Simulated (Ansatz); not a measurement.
Ansatz (a program for electronic structure) input (CCSD(T)/aug-cc-pV(D+d)Z):
A basis named .json is the Basis Set Exchange file of that set.

Ansatz 0.2 input:
```yaml
crystal:
  periodic: [false, false, false]
  atoms:
    - {symbol: N, position_ang: [-0.84261479, 0.38607577, 1.48849691]}
    - {symbol: Si, position_ang: [-0.01511618, -0.01034549, 0.01199014]}
    - {symbol: N, position_ang: [1.60543407, -0.15751728, 0.48938218]}
    - {symbol: O, position_ang: [-0.39903090, -1.38783077, -0.79479863]}
    - {symbol: O, position_ang: [-0.39927516, 1.18962681, -1.05377998]}
    - {symbol: H, position_ang: [-1.68158359, -0.15012839, 1.70933165]}
    - {symbol: H, position_ang: [2.25404897, -0.78183348, 0.04177987]}
    - {symbol: H, position_ang: [1.95557615, 0.24682763, 1.34034181]}
    - {symbol: H, position_ang: [-0.96831861, -1.28127568, -1.56145022]}
    - {symbol: H, position_ang: [-0.30138299, 2.09696924, -0.75439005]}
basis:
  gaussian:
    orbitals: aug-cc-pV_D+d_Z.json
magnetization: {spin_polarized: true, initial_magnetization: 1}
correlation: {method: ccsd_t, electrons: outside_noble_gas}
output: {forces: true}
```

Output:

```
Functional definition: HF
integrals: 1.00 GiB planned
1661 factors; integrals over basis functions are off by at most 8.8e-4 eV
1.01 GiB of device memory are held for the factors and their scratch space
mean field: 0.98 GiB planned
mean field evaluation 1: about -14977.5334 eV, gradient 3.9e1 eV
mean field evaluation 2: about -14977.5344 eV, gradient 3.9e1 eV
mean field evaluation 4: about -14983.7238 eV, gradient 3.4e0 eV
mean field evaluation 8: about -14983.8447 eV, gradient 2.5e-1 eV
mean field evaluation 16: about -14982.1723 eV, gradient 2.0e1 eV
mean field evaluation 32: about -14975.4670 eV, gradient 3.5e1 eV
mean field -14983.84704414 eV, -550.6462224558 hartree, gradient 1.4e-6 eV, S^2 0.759116; 4 other end points of the search recorded, 0 dependent functions left out
determinant -14983.84704414 eV, -550.6462224558 hartree, with singles and doubles -15007.20343904 eV, -551.5045541370 hartree
determinant -14982.53240063 eV, -550.5979101981 hartree, with singles and doubles -15005.92064979 eV, -551.4574125015 hartree
9 core orbitals not correlated
reference -14983.84704414 eV, -550.6462224558 hartree; 16, 15 occupied and 144, 145 virtual orbitals, 1661 factors
densities: 7.23 GiB planned
second order -22.38325777 eV of doubles, -0.00000000 eV of singles
coupled cluster: 5.60 GiB planned
cycle   1  -23.31293200 eV  change   -6.8e-1 eV  update   3.6e-2
cycle   2  -23.36325073 eV  change   -5.0e-2 eV  update   8.8e-3
cycle   3  -23.36687867 eV  change   -3.6e-3 eV  update   5.4e-3
cycle   4  -23.36886879 eV  change   -2.0e-3 eV  update   2.0e-3
cycle   5  -23.36948404 eV  change   -6.2e-4 eV  update   1.0e-3
cycle   6  -23.36998037 eV  change   -5.0e-4 eV  update   5.6e-4
cycle   7  -23.37021146 eV  change   -2.3e-4 eV  update   2.8e-4
cycle   8  -23.37025141 eV  change   -4.0e-5 eV  update   1.2e-4
cycle   9  -23.37024383 eV  change    7.6e-6 eV  update   6.7e-5
cycle  10  -23.37023512 eV  change    8.7e-6 eV  update   4.4e-5
cycle  11  -23.37023316 eV  change    2.0e-6 eV  update   3.4e-5
cycle  12  -23.37023001 eV  change    3.2e-6 eV  update   2.7e-5
cycle  13  -23.37023349 eV  change   -3.5e-6 eV  update   2.1e-5
cycle  14  -23.37023187 eV  change    1.6e-6 eV  update   1.2e-5
cycle  15  -23.37023285 eV  change   -9.8e-7 eV  update   6.6e-6
cycle  16  -23.37023321 eV  change   -3.6e-7 eV  update   3.4e-6
cycle  17  -23.37023356 eV  change   -3.4e-7 eV  update   1.9e-6
cycle  18  -23.37023392 eV  change   -3.7e-7 eV  update   1.1e-6
cycle  19  -23.37023404 eV  change   -1.2e-7 eV  update   5.6e-7
perturbative correction -0.69800518 eV, -0.0256512171 hartree
the calculation of the forces begins
0.53 GiB of device memory are held for the factors and their scratch space
Total energy: -15007.91528335 eV, -551.5307139328 hartree
Atom 0 at    -0.842615     0.386076     1.488497 Å, force     0.046585     0.425321     0.470224 eV/Å
Atom 1 at    -0.015116    -0.010345     0.011990 Å, force     0.227264     0.049496     0.188151 eV/Å
Atom 2 at     1.605434    -0.157517     0.489382 Å, force     0.050510    -0.028751    -0.000336 eV/Å
Atom 3 at    -0.399031    -1.387831    -0.794799 Å, force    -0.033264    -0.662780    -0.246657 eV/Å
Atom 4 at    -0.399275     1.189627    -1.053780 Å, force    -0.256495     0.316003    -0.584719 eV/Å
Atom 5 at    -1.681584    -0.150128     1.709332 Å, force    -0.342650    -0.240365     0.079801 eV/Å
Atom 6 at     2.254049    -0.781833     0.041780 Å, force     0.248757    -0.213783    -0.185145 eV/Å
Atom 7 at     1.955576     0.246828     1.340342 Å, force     0.136501     0.148697     0.335864 eV/Å
Atom 8 at    -0.968319    -1.281276    -1.561450 Å, force    -0.110720     0.048718    -0.140878 eV/Å
Atom 9 at    -0.301383     2.096969    -0.754390 Å, force     0.033511     0.157445     0.083697 eV/Å
Dipole moment:     0.021456     0.058498    -0.015341 e Å
```

It need not be the lowest isomer of its formula.
